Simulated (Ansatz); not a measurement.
Ansatz (a program for electronic structure) input:

Ansatz 0.2 input:
```yaml
crystal:
  periodic: [false, false, false]
  atoms:
    - {symbol: La, position_ang: [0.23438090, 0.15778914, 0.04625700]}
    - {symbol: F, position_ang: [-1.24896509, 0.59910953, -1.32684618]}
    - {symbol: F, position_ang: [-0.23544725, -1.59844075, 1.03388520]}
basis:
  gaussian:
    orbitals: def2-TZVP
hamiltonian:
  xc: {name: SVWN5}
total_charge: 1
relax: {f_tol: 0.003, max_steps: 100}
```

Predict the final energy.

-229.94326 Eh (SVWN5/def2-TZVP). The basis has 102 functions.
